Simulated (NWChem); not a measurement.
System: CH$_{4}$F$_{2}$OSn; SMILES C[O][SnH]([F])[F]

NWChem input:

```
start job
memory heap 200 mb stack 900 mb global 1100 mb
geometry units angstroms noautoz
  Sn     0.108211    -0.316190     0.448437
  F      2.032676    -0.214578     0.483162
  F     -0.248975    -0.949666    -1.336630
  O     -0.592928     1.502733     0.571203
  C     -0.251200     2.494902    -0.369547
  H     -0.497534    -1.353821     1.638460
  H     -0.823351     3.403050    -0.121996
  H      0.822842     2.750969    -0.338039
  H     -0.507199     2.203662    -1.403864
end
basis spherical
  * library sto-3g
end
dft
  xc pbe0
  iterations 150
  mulliken
end
task dft energy
```

NWChem printed, in part:

```
             Northwest Computational Chemistry Package (NWChem) 7.3.0
             --------------------------------------------------------

 C1  symmetry detected

                             Geometry "geometry" -> ""
                             -------------------------

 Output coordinates in angstroms (scale by  1.889725989 to convert to a.u.)

  No.       Tag          Charge          X              Y              Z
 ---- ---------------- ---------- -------------- -------------- --------------
    1 Sn                  50.0000     0.00098194     0.37699138    -0.29910688
    2 F                    9.0000     1.46432666     0.90055645     0.84089233
    3 F                    9.0000    -1.54236125     0.78063813     0.78278913
    4 O                    8.0000     0.06944795    -1.56322180    -0.51366101
    5 C                    6.0000     0.01532839    -2.43460045     0.59266545
    6 H                    1.0000     0.00269759     1.21786656    -1.76631028
    7 H                    1.0000     0.00160758    -3.46620072     0.20668143
    8 H                    1.0000     0.89514576    -2.33042863     1.25236154
    9 H                    1.0000    -0.89379053    -2.28818032     1.20277348

 Effective nuclear repulsion energy (a.u.)     549.2801302770

                                 NWChem DFT Module
                                 -----------------

 Summary of "ao basis" -> "ao basis" (spherical)
 ------------------------------------------------------------------------------
       Tag                 Description            Shells   Functions and Types
 ---------------- ------------------------------  ------  ---------------------
 Sn                          sto-3g                 11       27   5s4p2d
 F                           sto-3g                  3        5   2s1p
 O                           sto-3g                  3        5   2s1p
 C                           sto-3g                  3        5   2s1p
 H                           sto-3g                  1        1   1s

            General Information
            -------------------
          SCF calculation type: DFT
          Wavefunction type:  closed shell.
          No. of atoms     :     9
          No. of electrons :    86
           Alpha electrons :    43
            Beta electrons :    43
          Charge           :     0
          Spin multiplicity:     1
          Use of symmetry is: off; symmetry adaption is: off
          Maximum number of iterations: 150
          AO basis - number of functions:    51
                     number of shells:    27
          Convergence on energy requested:  1.00D-06
          Convergence on density requested:  1.00D-05
          Convergence on gradient requested:  5.00D-04

              XC Information
              --------------
                         PBE0 Method XC Functional
                     Hartree-Fock (Exact) Exchange  0.250
          PerdewBurkeErnzerhof Exchange Functional  0.750
            Perdew 1991 LDA Correlation Functional  1.000 local
           PerdewBurkeErnz. Correlation Functional  1.000 non-local

             Grid Information
             ----------------
          Grid used for XC integration:  medium
          Radial quadrature: Mura-Knowles
          Angular quadrature: Lebedev.
          Tag              B.-S. Rad. Rad. Pts. Rad. Cut. Ang. Pts.
          ---              ---------- --------- --------- ---------
          Sn                  1.45      123          10.0       590
          F                   0.50       49          11.0       434
          O                   0.60       49           8.0       434
          C                   0.70       49          11.0       434
          H                   0.35       45          12.0       434
          Grid pruning is: on
          Number of quadrature shells:   499
          Spatial weights used:  Erf1

      Superposition of Atomic Density Guess
      -------------------------------------

 Sum of atomic energies:       -6272.01786480

      Non-variational initial energy
      ------------------------------

 Total energy =   -6271.801229
 1-e energy   =   -9784.255710
 2-e energy   =    2963.174350
 HOMO         =      -0.194110
 LUMO         =       0.214947

     ---------------------------------------------
      Total Density - Mulliken Population Analysis
     ---------------------------------------------

    Atom       Charge   Shell Charges
 -----------   ------   -------------------------------------------------------
    1 Sn  50    48.08   2.00  2.00  6.00  2.00  5.99  2.01  5.98  0.95  1.17 10.00  9.97
    2 F    9     9.65   2.00  1.96  5.70
    3 F    9     9.65   2.00  1.96  5.70
    4 O    8     8.79   2.00  1.83  4.96
    5 C    6     5.76   1.99  1.24  2.53
    6 H    1     1.11   1.11
    7 H    1     0.99   0.99
    8 H    1     0.99   0.99
    9 H    1     0.99   0.99

   convergence    iter        energy       DeltaE   RMS-Dens  Diis-err
 ---------------- ----- ----------------- --------- --------- ---------
 d= 0,ls=0.0,diis     1  -6275.5397633150 -6.82D+03  5.51D-02  9.19D-01
 d= 0,ls=0.0,diis     2  -6275.5024076608  3.74D-02  3.03D-02  1.40D+00
 d= 0,ls=0.0,diis     3  -6275.7778146446 -2.75D-01  5.84D-03  2.31D-02
 d= 0,ls=0.0,diis     4  -6275.7796226758 -1.81D-03  2.66D-03  1.27D-02
 d= 0,ls=0.0,diis     5  -6275.7820013559 -2.38D-03  2.64D-04  6.65D-05
  Resetting Diis
 d= 0,ls=0.0,diis     6  -6275.7820166685 -1.53D-05  4.24D-05  2.66D-06
 d= 0,ls=0.0,diis     7  -6275.7820171248 -4.56D-07  1.81D-05  1.80D-07
 d= 0,ls=0.0,diis     8  -6275.7820171462 -2.14D-08  8.07D-06  9.82D-08

         Total DFT energy =    -6275.782017146212
      One electron energy =    -9776.994747683135
           Coulomb energy =     3149.880796106841
    Exchange-Corr. energy =     -197.948195846960
 Nuclear repulsion energy =      549.280130277043

 Numeric. integr. density =       86.000009511909

[...]
```

Level: PBE0/STO-3G, non-relativistic. All runs use the structure optimised with PBE0/def2-SVP (def2 core potentials past Kr). Not confirmed as a minimum by frequencies.
